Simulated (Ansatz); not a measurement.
C₇H₁₄O (`CCC(C)(C)C(C)=O`), relaxed with RKS PBE0-D4/def2-TZVP in Ansatz from a PBE-D4/def2-SVP geometry. The force threshold is 0.005 eV/Å; the program also tests the step.

The species carries charge 0 and has multiplicity 1.

Start:

```xyz
22

C     1.842   -1.407    0.656
C     1.559    0.025    0.198
C     0.100    0.320   -0.222
C    -0.357   -0.605   -1.365
C     0.009    1.793   -0.689
C    -0.823    0.222    1.021
C    -2.304   -0.036    0.799
O    -0.380    0.386    2.148
H     1.657   -2.152   -0.146
H     1.217   -1.678    1.531
H     2.901   -1.517    0.963
H     2.216    0.283   -0.662
H     1.818    0.724    1.019
H     0.365   -0.547   -2.207
H    -0.417   -1.666   -1.051
H    -1.349   -0.314   -1.765
H     0.345    2.484    0.109
H    -1.025    2.074   -0.978
H     0.658    1.947   -1.576
H    -2.461   -1.074    0.440
H    -2.844    0.102    1.754
H    -2.728    0.633    0.022
```

```json
{"step": "1", "energy (eV)": "-9527.4158", "largest force (eV/Å)": "0.969", "largest move (Å)": "0.000"}
{"step": "2", "energy (eV)": "-9527.5035", "largest force (eV/Å)": "0.161", "largest move (Å)": "0.033"}
{"step": "3", "energy (eV)": "-9527.5101", "largest force (eV/Å)": "0.167", "largest move (Å)": "0.016"}
{"step": "4", "energy (eV)": "-9527.5105", "largest force (eV/Å)": "0.086", "largest move (Å)": "0.021"}
{"step": "5", "energy (eV)": "-9527.5110", "largest force (eV/Å)": "0.013", "largest move (Å)": "0.007"}
{"step": "6", "energy (eV)": "-9527.5110", "largest force (eV/Å)": "0.006", "largest move (Å)": "0.002"}
{"step": "7", "energy (eV)": "-9527.5110", "largest force (eV/Å)": "0.015", "largest move (Å)": "0.011"}
{"step": "8", "energy (eV)": "-9527.5111", "largest force (eV/Å)": "0.014", "largest move (Å)": "0.006"}
{"step": "9 (rejected)", "energy (eV)": "-9526.8863", "largest force (eV/Å)": "4.337", "largest move (Å)": "0.103"}
{"step": "10", "energy (eV)": "-9527.5111", "largest force (eV/Å)": "0.002", "largest move (Å)": "0.007"}
```

End:

```xyz
22

C     1.824   -1.397    0.642
C     1.548    0.028    0.196
C     0.100    0.319   -0.210
C    -0.352   -0.598   -1.344
C     0.007    1.778   -0.677
C    -0.817    0.221    1.012
C    -2.285   -0.036    0.785
O    -0.389    0.383    2.129
H     1.651   -2.120   -0.159
H     1.199   -1.673    1.494
H     2.865   -1.503    0.954
H     2.187    0.277   -0.659
H     1.816    0.715    1.003
H     0.361   -0.537   -2.170
H    -0.409   -1.643   -1.033
H    -1.330   -0.310   -1.735
H     0.351    2.459    0.105
H    -1.015    2.055   -0.950
H     0.637    1.922   -1.559
H    -2.431   -1.073    0.470
H    -2.827    0.137    1.713
H    -2.688    0.596   -0.009
```

Hardware: 2 threads of an AMD EPYC 7R13 on a shared host and a share of an NVIDIA H100 80 GB. Wall time 24 s, peak host memory 0.94 GiB.
